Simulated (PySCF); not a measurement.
# Excitation energy of Al by level of theory

Al [Ne] 3s2 3p1 (2P) → Al [Ne] 3s1 3p2 (4P), as a difference of total energies. Computed with PySCF 2.14 in x2c-TZVPPall with one added diffuse shell each of s, p, d type (6s6p4d1f, 51 functions), with the spin-free X2C one-electron Hamiltonian (Gaussian nucleus). Correlated levels: valence: [Ne] frozen. The calculations carry no spin-orbit coupling.

```json
{"method": "UHF", "excitation energy (eV)": "2.437", "error (eV)": "-1.161"}
{"method": "MP2 (valence)", "excitation energy (eV)": "3.163", "error (eV)": "-0.435"}
{"method": "SCS-MP2 (valence)", "excitation energy (eV)": "3.461", "error (eV)": "-0.137"}
{"method": "CCSD (valence)", "excitation energy (eV)": "3.431", "error (eV)": "-0.167"}
{"method": "CCSD(T) (valence)", "excitation energy (eV)": "3.459", "error (eV)": "-0.139"}
```

Reference: 3.598 eV (measured; NIST levels, between the centres of gravity of the two terms).

Errors of the correlated levels include the incompleteness of this basis and the frozen core.
